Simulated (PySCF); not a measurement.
# Bonding in `CPC[P@](C)(=O)CO`

Species: C4H12O2P2.
Atom-mapped SMILES: `[CH3:1][PH:2][CH2:3][P@:4]([CH3:5])(=[O:6])[CH2:7][OH:8]` (hydrogens: H9, H10, H11 on C1; H12 on P2; H13, H14 on C3; H15, H16, H17 on C5; H18, H19 on C7; H20 on O8)

Geometry (PBE0-D3(BJ)/def2-SVP, Å), atoms numbered from 1 in this order:
```xyz
20
C4H12O2P2 angstrom
C      2.834   -0.412    0.590
P      1.958   -0.423   -1.034
C      0.603    0.815   -0.662
P     -0.730    0.030    0.292
C     -1.894    1.337    0.752
O     -0.257   -0.797    1.464
C     -1.641   -1.101   -0.831
O     -2.398   -1.936   -0.009
H      3.152    0.594    0.904
H      2.129   -0.818    1.331
H      3.714   -1.069    0.535
H      2.793    0.499   -1.740
H      0.981    1.678   -0.088
H      0.187    1.195   -1.610
H     -2.795    0.845    1.147
H     -1.448    1.953    1.546
H     -2.166    1.969   -0.106
H     -0.894   -1.643   -1.447
H     -2.309   -0.552   -1.516
H     -1.824   -2.141    0.750
```

Bond orders from the PBE0/pcSseg-1 density (PySCF). One conformer (not necessarily the lowest) at the PBE0-D3(BJ)/def2-SVP geometry, without solvent, vibrations or thermal averaging.

**Question.** How far do the computed orders between heavy atoms stray from the drawn ones?

**Answer.** The largest departure is 0.274, at P4–O6 (drawn double, 1.726).

**Question.** Give the Mayer order of every bond between heavy atoms, beside its length.

**Answer.** 
| bond | drawn as | length (Å) | Mayer order |
| --- | --- | --- | --- |
| C1–P2 | single | 1.846 | 1.008 |
| P2–C3 | single | 1.873 | 0.940 |
| C3–P4 | single | 1.817 | 0.899 |
| P4–C5 | single | 1.810 | 0.969 |
| P4–O6 | double | 1.511 | 1.726 |
| P4–C7 | single | 1.836 | 0.916 |
| C7–O8 | single | 1.396 | 0.965 |

Bonds between the same two heavy elements. C–P: lowest C3–P4 (0.899, 1.817 Å), highest C1–P2 (1.008, 1.846 Å); in 5 of the 10 pairs the longer bond (by over 0.003 Å) has the higher order (by 0.02 or more).

**Question.** And the bonds to hydrogen?

**Answer.** C–H: 0.92 to 0.96 (10 bonds); H–P: 0.93 (1 bond); H–O: 0.92 (1 bond).

**Question.** Sum the orders of all bonds at each heavy atom with more than one neighbour and set the sums beside the valence in the SMILES.

**Answer.** C1 3.846 (drawn 4), P2 2.880 (drawn 3), C3 3.675 (drawn 4), P4 4.510 (drawn 5), C5 3.785 (drawn 4), C7 3.736 (drawn 4), O8 1.884 (drawn 2). Orders between atoms that aren't bonded are not in these sums.

For a closed shell the Mayer order of atoms A and B is Σ (PS)μν (PS)νμ over the basis functions μ on A and ν on B, with P the density and S the overlap matrix.
